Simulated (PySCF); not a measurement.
Computed shifts of a molecule C2H5NO2Si, PBE/pcSseg-1 (PySCF), GIAO, gas phase, atoms alike by connectivity averaged where their shifts nearly agree, in ppm (number of nuclei): ²⁹Si: -16.9 (1). ¹³C: 174.5 (1), 103.4 (1). ¹⁵N: 464.7 (1). ¹H: 8.66 (1), 6.36 (1), 6.28 (1), 5.43 (1), 2.02 (1). References: ¹⁷O against H2O (σ = 334.3 ppm); ²⁹Si against TMS (σ = 335.4 ppm); ¹³C against TMS (σ = 182.0 ppm); ¹⁵N against NH3 (σ = 267.0 ppm); ¹H against TMS (σ = 31.49 ppm), references at their B3LYP-D3(BJ)/def2-TZVP geometries, non-relativistic. The structure is a stationary point at B3LYP-D3(BJ)/def2-SVP. One conformer was computed; it need not be the lowest.

### Question
Which molecule gave these data?
A. O=C/C=N/[SiH2]O
B. C1=NCO[SiH2]O1
C. O[Si@@H]1C=NCO1
D. C=C1O[SiH](N)O1

### Answer
C, O[Si@@H]1C=NCO1
